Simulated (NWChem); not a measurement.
System: CuCl; SMILES [Cl][Cu]

NWChem printed, in part:

```
             Northwest Computational Chemistry Package (NWChem) 7.3.0
             --------------------------------------------------------

 ORDER OF PRIMARY AXIS IS BEING SET TO 4
 C4V symmetry detected

                             Geometry "geometry" -> ""
                             -------------------------

 Output coordinates in angstroms (scale by  1.889725989 to convert to a.u.)

  No.       Tag          Charge          X              Y              Z
 ---- ---------------- ---------- -------------- -------------- --------------
    1 Cu                  29.0000     0.00000000     0.00000000    -0.76717785
    2 Cl                  17.0000     0.00000000     0.00000000     1.30871515

 Effective nuclear repulsion energy (a.u.)     125.6733289032

      Symmetry information
      --------------------

 Group name             C4v
 Group number             18
 Group order               8
 No. of unique centers     2

                                 NWChem DFT Module
                                 -----------------

 Summary of "ao basis" -> "ao basis" (spherical)
 ------------------------------------------------------------------------------
       Tag                 Description            Shells   Functions and Types
 ---------------- ------------------------------  ------  ---------------------
 Cu                          6-31g*                 12       34   5s4p2d1f
 Cl                          6-31g*                  8       18   4s3p1d

      Symmetry analysis of basis
      --------------------------

        a1         20
        a2          0
        b1          4
        b2          4
        e          24

            General Information
            -------------------
          SCF calculation type: DFT
          Wavefunction type:  closed shell.
          No. of atoms     :     2
          No. of electrons :    46
           Alpha electrons :    23
            Beta electrons :    23
          Charge           :     0
          Spin multiplicity:     1
          Use of symmetry is: on ; symmetry adaption is: on
          Maximum number of iterations: 150
          AO basis - number of functions:    52
                     number of shells:    20
          Convergence on energy requested:  1.00D-06
          Convergence on density requested:  1.00D-05
          Convergence on gradient requested:  5.00D-04

              XC Information
              --------------
                       MN15-L Method XC Functional
                        MN15-L Exchange Functional  1.000
                      MN15-L Correlation Potential  1.000

             Grid Information
             ----------------
          Grid used for XC integration:  medium
          Radial quadrature: Mura-Knowles
          Angular quadrature: Lebedev.
          Tag              B.-S. Rad. Rad. Pts. Rad. Cut. Ang. Pts.
          ---              ---------- --------- --------- ---------
          Cu                  1.35      112           8.0       590
          Cl                  1.00       88           9.0       590
          Grid pruning is: on
          Number of quadrature shells:   200
          Spatial weights used:  Erf1

      Superposition of Atomic Density Guess
      -------------------------------------

 Sum of atomic energies:       -2098.09828900

      Non-variational initial energy
      ------------------------------

 Total energy =   -2097.845890
 1-e energy   =   -3169.548049
 2-e energy   =     946.028831
 HOMO         =      -0.447921
 LUMO         =      -0.164446

      Symmetry analysis of molecular orbitals - initial
      -------------------------------------------------

 !! scf_movecs_sym_adapt:    8 vectors were symmetry contaminated

  Symmetry fudging

 !! scf_movecs_sym_adapt:    8 vectors were symmetry contaminated

  Numbering of irreducible representations:

     1 a1          2 a2          3 b1          4 b2          5 e

  Orbital symmetries:

     1 a1          2 a1          3 a1          4 a1          5 e
     6 e           7 a1          8 a1          9 e          10 e
    11 a1         12 a1         13 e          14 e          15 a1
    16 a1         17 e          18 e          19 b1         20 b2
    21 a1         22 e          23 e          24 a1         25 e
    26 e          27 a1         28 a1         29 e          30 e
    31 a1         32 a1         33 e

     ---------------------------------------------
      Total Density - Mulliken Population Analysis
     ---------------------------------------------

    Atom       Charge   Shell Charges
 -----------   ------   -------------------------------------------------------
    1 Cu  29    28.52   2.00  2.00  6.00  2.00  6.00  0.33  0.11  0.11  0.01  6.71  3.25  0.00
    2 Cl  17    17.48   2.00  2.00  5.98  1.38  3.69  0.57  1.86  0.01

   convergence    iter        energy       DeltaE   RMS-Dens  Diis-err
 ---------------- ----- ----------------- --------- --------- ---------
 d= 0,ls=0.0,diis     1  -2100.1370570468 -2.23D+03  1.45D-01  1.84D+00
 d= 0,ls=0.5,diis     2  -2081.1758381764  1.90D+01  4.34D-02  9.89D+01
 d= 0,ls=0.5,diis     3  -2085.6047369785 -4.43D+00  3.48D-02  1.05D+02
 d= 0,ls=0.5,diis     4  -2089.6405160161 -4.04D+00  2.74D-02  9.90D+01
 d= 0,ls=0.5,diis     5  -2093.5671897345 -3.93D+00  2.65D-02  7.51D+01
 d= 0,ls=0.5,diis     6  -2097.2319946184 -3.66D+00  1.75D-02  3.25D+01
 d= 0,ls=0.5,diis     7  -2098.7765132912 -1.54D+00  1.14D-02  1.19D+01
 d= 0,ls=0.5,diis     8  -2099.3377371026 -5.61D-01  7.96D-03  5.20D+00
 d= 0,ls=0.5,diis     9  -2099.5746016137 -2.37D-01  7.11D-03  2.51D+00
 d= 0,ls=0.5,diis    10  -2099.7068512428 -1.32D-01  4.37D-02  9.66D-01
  Resetting Diis
 d= 0,ls=0.5,diis    11  -2099.6902287847  1.66D-02  2.86D-03  9.58D+00
 d= 0,ls=0.5,diis    12  -2099.6382209433  5.20D-02  1.08D-01  1.04D+01
 d= 0,ls=0.5,diis    13  -2089.6703566249  9.97D+00  3.14D-02  1.44D+02
 d= 0,ls=0.5,diis    14  -2094.2090599730 -4.54D+00  1.96D-02  8.26D+01
 d= 0,ls=0.5,diis    15  -2096.5554152247 -2.35D+00  1.83D-02  4.75D+01
 d= 0,ls=0.5,diis    16  -2098.3668172031 -1.81D+00  2.38D-02  1.87D+01
 d= 0,ls=0.5,diis    17  -2099.5258476007 -1.16D+00  4.42D-02  2.53D+00
 d= 0,ls=0.5,diis    18  -2099.7843302698 -2.58D-01  4.99D-03  8.57D+00
 d= 0,ls=0.5,diis    19  -2099.7046822238  7.96D-02  2.65D-03  9.79D+00
 d= 0,ls=0.5,diis    20  -2099.6628379014  4.18D-02  1.38D-03  1.03D+01
 d= 0,ls=0.5,diis    21  -2099.6416019317  2.12D-02  7.21D-04  1.06D+01
 d= 0,ls=0.5,diis    22  -2099.6321909848  9.41D-03  2.59D-04  1.07D+01
 d= 0,ls=0.5,diis    23  -2099.6447801243 -1.26D-02  8.01D-04  1.04D+01
 d= 0,ls=0.5,diis    24  -2099.6848682056 -4.01D-02  2.97D-03  9.76D+00
 d= 0,ls=0.5,diis    25  -2099.8154906653 -1.31D-01  4.11D-03  7.55D+00
 d= 0,ls=0.5,diis    26  -2099.9650148968 -1.50D-01  9.29D-03  4.97D+00
 d= 0,ls=0.5,diis    27  -2100.1972587424 -2.32D-01  7.66D-03  8.41D-01
 d= 0,ls=0.5,diis    28  -2100.2539102415 -5.67D-02  4.12D-03  2.40D-02
 d= 0,ls=0.5,diis    29  -2100.2622469202 -8.34D-03  2.17D-03  7.79D-03
 d= 0,ls=0.5,diis    30  -2100.2655723642 -3.33D-03  1.57D-03  6.72D-03
 d= 0,ls=0.5,diis    31  -2100.2677568675 -2.18D-03  1.00D-03  3.14D-03
 d= 0,ls=0.5,diis    32  -2100.2685487694 -7.92D-04  7.53D-04  9.42D-03
 d= 0,ls=0.5,diis    33  -2100.2693390954 -7.90D-04  7.15D-04  8.76D-03
 d= 0,ls=0.5,diis    34  -2100.2695739523 -2.35D-04  5.54D-04  1.45D-02
 d= 0,ls=0.5,diis    35  -2100.2701874035 -6.13D-04  6.19D-04  1.03D-02
 d= 0,ls=0.5,diis    36  -2100.2702977267 -1.10D-04  5.39D-04  1.36D-02
 d= 0,ls=0.5,diis    37  -2100.2704889736 -1.91D-04  4.00D-04  1.40D-02
 d= 0,ls=0.5,diis    38  -2100.2707766916 -2.88D-04  3.35D-04  1.16D-02
 d= 0,ls=0.5,diis    39  -2100.2709497559 -1.73D-04  2.88D-04  1.06D-02
 d= 0,ls=0.5,diis    40  -2100.2710349699 -8.52D-05  2.23D-04  1.07D-02
 d= 0,ls=0.5,diis    41  -2100.2712120337 -1.77D-04  2.06D-04  8.70D-03
 d= 0,ls=0.5,diis    42  -2100.2713695369 -1.58D-04  1.92D-04  6.85D-03
 d= 0,ls=0.5,diis    43  -2100.2715177971 -1.48D-04  1.97D-04  5.01D-03
 d= 0,ls=0.5,diis    44  -2100.2716518438 -1.34D-04  1.65D-04  3.38D-03
 d= 0,ls=0.5,diis    45  -2100.2717397639 -8.79D-05  1.29D-04  2.41D-03
 d= 0,ls=0.5,diis    46  -2100.2717963245 -5.66D-05  1.02D-04  1.85D-03
 d= 0,ls=0.5,diis    47  -2100.2718286700 -3.23D-05  8.73D-05  1.60D-03
 d= 0,ls=0.5,diis    48  -2100.2718593827 -3.07D-05  7.78D-05  1.30D-03
 d= 0,ls=0.5,diis    49  -2100.2718852910 -2.59D-05  7.29D-05  1.02D-03
 d= 0,ls=0.5,diis    50  -2100.2719092120 -2.39D-05  6.20D-05  7.46D-04
 d= 0,ls=0.5,diis    51  -2100.2719244945 -1.53D-05  5.54D-05  5.95D-04
 d= 0,ls=0.5,diis    52  -2100.2719372696 -1.28D-05  4.89D-05  4.59D-04
 d= 0,ls=0.5,diis    53  -2100.2719471450 -9.88D-06  4.37D-05  3.54D-04
 d= 0,ls=0.5,diis    54  -2100.2719551024 -7.96D-06  3.97D-05  2.68D-04
 d= 0,ls=0.5,diis    55  -2100.2719614732 -6.37D-06  3.41D-05  1.99D-04
 d= 0,ls=0.5,diis    56  -2100.2719659530 -4.48D-06  2.99D-05  1.54D-04
 d= 0,ls=0.5,diis    57  -2100.2719694187 -3.47D-06  2.58D-05  1.19D-04
 d= 0,ls=0.5,diis    58  -2100.2719719508 -2.53D-06  2.28D-05  9.41D-05
 d= 0,ls=0.5,diis    59  -2100.2719740026 -2.05D-06  2.01D-05  7.35D-05
 d= 0,ls=0.5,diis    60  -2100.2719755907 -1.59D-06  1.77D-05  5.76D-05
 d= 0,ls=0.5,diis    61  -2100.2719768210 -1.23D-06  1.56D-05  4.53D-05
 d= 0,ls=0.5,diis    62  -2100.2719777865 -9.66D-07  1.38D-05  3.56D-05
 d= 0,ls=0.5,diis    63  -2100.2719785411 -7.55D-07  1.22D-05  2.81D-05
 d= 0,ls=0.5,diis    64  -2100.2719791408 -6.00D-07  1.08D-05  2.20D-05
 d= 0,ls=0.5,diis    65  -2100.2719796143 -4.74D-07  9.58D-06  1.71D-05

         Total DFT energy =    -2100.271979986116
      One electron energy =    -3174.283586889229
           Coulomb energy =     1043.819567630120
    Exchange-Corr. energy =      -95.481289630207
 Nuclear repulsion energy =      125.673328903200

 Numeric. integr. density =       46.000000017274

                  Occupations of the irreducible representations
                  ----------------------------------------------

                     irrep           alpha         beta
                     --------     --------     --------
                     a1               11.0         11.0
                     a2                0.0          0.0
                     b1                1.0          1.0
                     b2                1.0          1.0
                     e                10.0         10.0

                       DFT Final Molecular Orbital Analysis
                       ------------------------------------

 Vector   21  Occ=2.000000D+00  E=-1.722379D-01  Symmetry=e
              MO Center= -1.5D-16, -1.3D-15, -6.3D-01, r^2= 7.4D-01
   Bfn.  Coefficient  Atom+Function         Bfn.  Coefficient  Atom+Function
  ----- ------------  ---------------      ----- ------------  ---------------
    21      0.698072  1 Cu d  1              26      0.437051  1 Cu d  1
    41      0.221176  2 Cl px                37     -0.083084  2 Cl px
    15      0.079979  1 Cu px                45      0.067563  2 Cl px
    19      0.058905  1 Cu d -1              11      0.047286  1 Cu px
    24      0.036879  1 Cu d -1

 Vector   22  Occ=2.000000D+00  E=-1.638008D-01  Symmetry=b1
              MO Center= -1.5D-16, -2.2D-15, -7.7D-01, r^2= 3.0D-01
   Bfn.  Coefficient  Atom+Function         Bfn.  Coefficient  Atom+Function
  ----- ------------  ---------------      ----- ------------  ---------------
    22      0.729042  1 Cu d  2              27      0.459975  1 Cu d  2

 Vector   23  Occ=2.000000D+00  E=-1.637985D-01  Symmetry=b2
              MO Center=  4.3D-16,  1.1D-15, -7.7D-01, r^2= 3.0D-01
   Bfn.  Coefficient  Atom+Function         Bfn.  Coefficient  Atom+Function
  ----- ------------  ---------------      ----- ------------  ---------------
    18      0.729041  1 Cu d -2              23      0.459975  1 Cu d -2

 Vector   24  Occ=0.000000D+00  E=-1.218646D-01  Symmetry=a1
              MO Center= -1.7D-16,  1.8D-16, -1.4D+00, r^2= 3.5D+00
   Bfn.  Coefficient  Atom+Function         Bfn.  Coefficient  Atom+Function
  ----- ------------  ---------------      ----- ------------  ---------------
    14      0.627756  1 Cu s                 17     -0.318707  1 Cu pz
    20      0.301227  1 Cu d  0              43      0.240397  2 Cl pz
    13     -0.212505  1 Cu pz                25      0.177905  1 Cu d  0
     6      0.164649  1 Cu s                 47      0.157493  2 Cl pz
    10     -0.155747  1 Cu s                 39     -0.094591  2 Cl pz

 Vector   25  Occ=0.000000D+00  E=-2.307590D-02  Symmetry=e
              MO Center= -1.1D-16,  1.7D-16, -8.5D-01, r^2= 6.4D+00
   Bfn.  Coefficient  Atom+Function         Bfn.  Coefficient  Atom+Function
  ----- ------------  ---------------      ----- ------------  ---------------
    15      0.860483  1 Cu px                45     -0.249452  2 Cl px
    11      0.223493  1 Cu px                16      0.197819  1 Cu py
    41     -0.176238  2 Cl px                 7     -0.098218  1 Cu px
    37      0.069313  2 Cl px                21     -0.066104  1 Cu d  1
    46     -0.057347  2 Cl py                12      0.051379  1 Cu py

 Vector   26  Occ=0.000000D+00  E=-2.307590D-02  Symmetry=e
              MO Center=  1.4D-16,  4.5D-16, -8.5D-01, r^2= 6.4D+00
   Bfn.  Coefficient  Atom+Function         Bfn.  Coefficient  Atom+Function
  ----- ------------  ---------------      ----- ------------  ---------------
    16      0.860483  1 Cu py                46     -0.249452  2 Cl py
    12      0.223493  1 Cu py                15     -0.197819  1 Cu px
    42     -0.176238  2 Cl py                 8     -0.098218  1 Cu py
    38      0.069313  2 Cl py                19      0.066104  1 Cu d -1
    45      0.057347  2 Cl px                11     -0.051379  1 Cu px

     ---------------------------------------------
      Total Density - Mulliken Population Analysis
     ---------------------------------------------

    Atom       Charge   Shell Charges
 -----------   ------   -------------------------------------------------------
    1 Cu  29    28.59   2.00  2.00  6.00  2.00  5.99  0.41  0.17  0.42  0.07  6.27  3.27  0.00
    2 Cl  17    17.41   2.00  2.00  5.98  1.31  3.56  0.64  1.90  0.01

     -------------------------------------------
      Total Density - Lowdin Population Analysis
     -------------------------------------------

    Atom       Charge   Shell Charges
 -----------   ------   -------------------------------------------------------
    1 Cu  29    28.78   2.00  2.00  5.99  1.97  5.96  0.41  0.28  0.40  0.20  6.14  3.42  0.01
    2 Cl  17    17.22   2.00  1.99  5.91  1.13  3.32  0.68  2.18  0.01

     Multipole analysis of the density
     ---------------------------------

     L   x y z        total         alpha         beta         nuclear
     -   - - -        -----         -----         ----         -------
     0   0 0 0     -0.000000    -23.000000    -23.000000     46.000000

     1   1 0 0      0.000000      0.000000      0.000000      0.000000
     1   0 1 0     -0.000000     -0.000000     -0.000000      0.000000
     1   0 0 1     -2.079821     -1.039910     -1.039910     -0.000000

     2   2 0 0    -20.010550    -10.005275    -10.005275      0.000000
     2   1 1 0     -0.000000     -0.000000     -0.000000      0.000000
     2   1 0 1     -0.000000     -0.000000     -0.000000      0.000000
     2   0 2 0    -20.010550    -10.005275    -10.005275      0.000000
     2   0 1 1      0.000000      0.000000      0.000000      0.000000
     2   0 0 2    -18.002418    -91.465645    -91.465645    164.928872
```

Level: MN15-L/6-31G* (spherical d). All runs use the structure optimised with PBE0-D3(BJ)/def2-TZVP.

**Question.** Reconstruct the input file.

**Answer.** One answer among several that fit: the input that was run:
```
start job
memory heap 200 mb stack 900 mb global 1100 mb
geometry units angstroms noautoz
  Cu     0.000000     0.000000    -0.770483
  Cl     0.000000     0.000000     1.305410
end
basis spherical
  Cu library 6-31g*
  Cl library 6-31g*
end
dft
  xc mn15-l
  iterations 150
  mulliken
end
task dft energy
```
